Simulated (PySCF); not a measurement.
## Working out the ionisation energy of Sb⁺

Sb⁺ [Kr] 4d10 5s2 5p2 (3P) → Sb²⁺ [Kr] 4d10 5s2 5p1 (2P). Computed with PySCF 2.14 in cc-pVTZ-PP with ECP28MDF (5s4p3d1f, 39 functions), with a scalar-relativistic core potential. Frozen: 4s2 4p6 4d10. Energies in hartree (1 hartree = 27.21139 eV):

| part | Sb⁺ (lower) | Sb²⁺ (upper) |
| --- | --- | --- |
| UHF | -238.961838 | -238.373719 |
| CCSD correlation | -0.058853 | -0.045912 |
| (T) | -0.001401 | -0.000602 |

Problem. What does Hartree-Fock give?

Solution. (-238.373719) − (-238.961838) = 0.588119 hartree = 16.004 eV.

Problem. What do CCSD and CCSD(T) give?

Solution. The CCSD correlation energies differ by 0.012941 hartree = 0.352 eV and the triples by 0.000799 hartree = 0.022 eV, so CCSD gives 16.356 eV and CCSD(T) 16.378 eV.

Reference: 16.626 ± 0.025 eV (measured; NIST Atomic Spectra Database, ionization energies), between the lowest levels; spin-orbit coupling is absent from the calculation.

What remains against the reference includes basis incompleteness, the frozen core and higher excitations.
